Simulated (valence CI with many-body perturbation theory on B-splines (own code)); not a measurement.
**Cd9+: magnetic and hyperfine properties of the levels**

Computed by configuration interaction combined with many-body perturbation theory (CI+MBPT): three valence electrons over a frozen Dirac-Fock core [Kr], radial functions for each j: 7 s, 7 p, 8 d, 6 f, 4 g, 1 h, with the one-electron correlation potential Σ1, the two-electron term Σ2, the three-electron term Σ3, Breit, model QED; selected CI, second order for the rest, scaled by the run's own slope (own B-spline code, finite nucleus).

No measured spectrum was set against this ion. As an estimate, terms of the open shell hold to 2 to 4 % of their energy, and close levels can change places. Excitations out of the core, of the other parity, are not computed and may begin above about 46.4 eV (a cautious bound); beyond it only levels of the ground parity were kept, without lifetimes.

A/g_I is the dipole constant over the nuclear g factor μ/I (μ in nuclear magnetons, uniformly magnetised nucleus), B/Q the quadrupole constant per barn. Both hold the static response of the core; the bare values leave it out. Large factors of s and p1/2 electrons are usually good to 5 to 10 %; those of open d and f shells near neutrality can be off by tens of per cent, and small factors of p3/2, d and f electrons come from cancelling terms and can be off by a factor of two or in sign, in half-filled shells by more. B is blank for J = 1/2, where it vanishes, and for nearly pure S terms. Energies count from the lowest level.

Names give the largest LS component (configuration and term), which can be under half, so a name can repeat, a term be missing and a line seem to break the LS rules; names also repeat where a configuration has a term twice. Letters in brackets count levels of one name in rising energy.

| Level | E (eV) | g | A/g_I (MHz) | A/g_I bare | B/Q (MHz/b) | B/Q bare |
| --- | --- | --- | --- | --- | --- | --- |
| 4d3 4F_3/2 | 0.000 | 0.423 | 2850 | 2310 | -664 | -613 |
| 4d3 4F_5/2 | 0.477 | 1.031 | 1380 | 1380 | -600 | -560 |
| 4d3 4F_7/2 | 0.986 | 1.227 | 980 | 1150 | -713 | -669 |
| 4d3 4F_9/2 | 1.466 | 1.306 | 913 | 1150 | -857 | -808 |
| 4d3 4P_3/2 | 2.405 | 1.541 | 696 | 1150 | -1140 | -1060 |
| 4d3 4P_1/2 | 2.540 | 2.376 | -2460 | -1300 |  |  |
| 4d3 2G_7/2 | 3.039 | 0.903 | 1730 | 1610 | 927 | 862 |
| 4d3 2H_9/2 [a] | 3.162 | 1.030 | 1480 | 1480 | 2110 | 1950 |
| 4d3 4P_5/2 | 3.232 | 1.584 | -60.8 | 418 | 1520 | 1400 |
| 4d3 2D_3/2 [a] | 3.798 | 1.140 | 1310 | 1410 | -1560 | -1440 |
| 4d3 2P_1/2 | 4.038 | 0.959 | 125 | 19.6 |  |  |
| 4d3 2H_11/2 | 4.264 | 1.090 | 1320 | 1370 | 3410 | 3150 |
| 4d3 2H_9/2 [b] | 4.470 | 1.016 | 1230 | 1200 | 1620 | 1500 |
| 4d3 2D_5/2 [a] | 4.679 | 1.206 | 1060 | 1210 | -963 | -895 |
| 4d3 2P_3/2 | 5.199 | 1.160 | 1030 | 1140 | 191 | 180 |
| 4d3 2F_7/2 | 6.054 | 1.138 | 1270 | 1360 | 971 | 903 |
| 4d3 2F_5/2 | 6.123 | 0.873 | 1450 | 1300 | 1690 | 1570 |
| 4d3 2D_5/2 [b] | 9.380 | 1.189 | 910 | 1040 | 1930 | 1790 |
| 4d3 2D_3/2 [b] | 9.420 | 0.800 | 2400 | 2210 | 2010 | 1860 |
| 4d2.5s 4F_3/2 | 49.464 | 0.416 | -4430 | -4080 | 465 | 435 |
| 4d2.5s 4F_5/2 | 49.763 | 1.019 | 6440 | 5920 | 449 | 417 |
| 4d2.5s 4F_7/2 | 50.396 | 1.233 | 5690 | 5330 | 766 | 705 |
| 4d2.5s 4F_9/2 | 51.074 | 1.327 | 5150 | 4900 | 1280 | 1180 |
| 4d2.5s 2F_5/2 | 51.084 | 0.897 | -393 | -260 | 867 | 809 |
| 4d2.5s 2F_7/2 | 52.081 | 1.130 | -2010 | -1590 | 1380 | 1280 |
| 4d2.5s 4P_1/2 | 52.082 | 2.613 | 26800 | 24900 |  |  |
| 4d2.5s 4P_5/2 | 52.274 | 1.399 | 8360 | 7810 | -1170 | -1100 |
| 4d2.5s 4P_3/2 | 52.332 | 1.532 | 4720 | 4570 | 1060 | 974 |
| 4d2.5s 2D_3/2 | 52.731 | 1.078 | 684 | 776 | -625 | -581 |
| 4d2.5s 2P_1/2 | 53.380 | 0.728 | -1890 | -1870 |  |  |
| 4d2.5s 2D_5/2 | 53.510 | 1.369 | 8340 | 7750 | -1300 | -1200 |
| 4d2.5s 2G_9/2 | 53.778 | 1.117 | 5540 | 5130 | 4580 | 4260 |
| 4d2.5s 2G_7/2 | 53.826 | 0.905 | -2590 | -2240 | 4080 | 3790 |
| 4d2.5s 2P_3/2 | 54.170 | 1.238 | -5610 | -4740 | -1400 | -1310 |
| 4d2.5s 2S_1/2 | 58.557 | 1.996 | 37900 | 34400 |  |  |
| 4d2.5d 4G_5/2 | 85.546 | 0.722 | 2040 | 1810 | 35.7 | 50.6 |
| 4d2.5d 4H_7/2 | 85.756 | 0.732 | 1860 | 1690 | 1230 | 1020 |
| 4d2.5d 4D_1/2 | 85.901 | 0.356 | 4300 | 3880 |  |  |
| 4d2.5d 2F_5/2 | 86.177 | 0.824 | 1520 | 1310 | -218 | -205 |
| 4d2.5d 4G_7/2 | 86.228 | 0.980 | 1390 | 1290 | 542 | 495 |

Q: Take the isotope of mass number 111, with I = 1/2, μ = -0.594 μN. What is the hyperfine structure of 4d3 4F_3/2?

A: From the table A = -3390 MHz. Shifts from the centre of gravity in MHz: F = 1: 4240, F = 2: -2540.
